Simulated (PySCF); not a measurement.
# Ce(OH)3(H2O) at several levels of theory

Computed with PySCF 2.14.0 (density fitting, no spin-orbit coupling) at the geometry relaxed with PBE0:

```xyz
10
Ce(OH)3(H2O) (singlet in the valence; each metal's 4f electrons, 1 of them, lie in its core potential, out of spins and levels)
Ce    0.2062   -0.2373    0.0898
O     1.3072    1.3224    1.1209
H     1.8607    1.9156    1.6284
O    -1.4886   -1.1015    1.1310
H    -2.1706   -1.5332    1.6443
O     1.2340   -1.5111   -1.3267
H     1.7284   -2.1060   -1.8899
O    -1.2353    1.3846   -1.3452
H    -1.3918    2.2833   -1.0308
H    -2.0490    1.1105   -1.7850
```

```json
{"level": "PBE0", "basis": "Ce lcecp-1-SVP with ECP47, O def2-SVP, H def2-SVP", "state": "singlet", "HOMO (eV)": "-6.96", "gap (eV)": "6.39", "charge on Ce1 (e)": "1.06", "population of f-type functions on Ce1 (polarisation alone where 4f lies in the core)": "0.10", "dipole about the centre of mass (D)": "4.31", "largest force component (eV/Å)": "0.02"}
{"level": "revPBE", "basis": "the same", "state": "singlet", "HOMO (eV)": "-5.24", "gap (eV)": "4.00", "charge on Ce1 (e)": "0.85", "population of f-type functions on Ce1 (polarisation alone where 4f lies in the core)": "0.10", "dipole about the centre of mass (D)": "4.20", "largest force component (eV/Å)": "0.49"}
{"level": "PBE0", "basis": "Ce lcecp-1-TZVP with ECP47, O def2-TZVP, H def2-TZVP", "state": "singlet", "HOMO (eV)": "-7.28", "gap (eV)": "6.47", "charge on Ce1 (e)": "1.62", "population of f-type functions on Ce1 (polarisation alone where 4f lies in the core)": "0.13", "dipole about the centre of mass (D)": "4.36", "largest force component (eV/Å)": "0.29"}
```

In the lcecp rows the 4f levels are missing from HOMO and gap, and the state counts the valence alone.

Charges are Mulliken's, which hang on the basis. The relaxation used the grid (50, 194), these runs (75, 302) or, all-electron (x2c bases, spin-free X2C Hamiltonian), (99, 590).

Question: What does M06-L with Ce lcecp-1-SVP with ECP47, O def2-SVP, H def2-SVP give here?

Answer: state singlet, HOMO (eV) -5.44, gap (eV) 4.95, charge on Ce1 (e) 1.21, population of f-type functions on Ce1 (polarisation alone where 4f lies in the core) 0.09, dipole about the centre of mass (D) 4.24, largest force component (eV/Å) 0.24. Time: 11 s on 2 threads of Arm Neoverse V1 (shared host), from an already converged density.

In the first row's basis the gap widens with exact exchange: 4.0 to 4.9 eV for revPBE, M06-L (none); 6.4 eV for PBE0 (a fixed share).

A frequency check found unstable modes (1, the lowest at -29 cm⁻¹), so the relaxed geometry is a saddle point, or these are noise. An lcecp potential fixes the number of 4f electrons, so in runs with it no electron can move into or out of that shell.
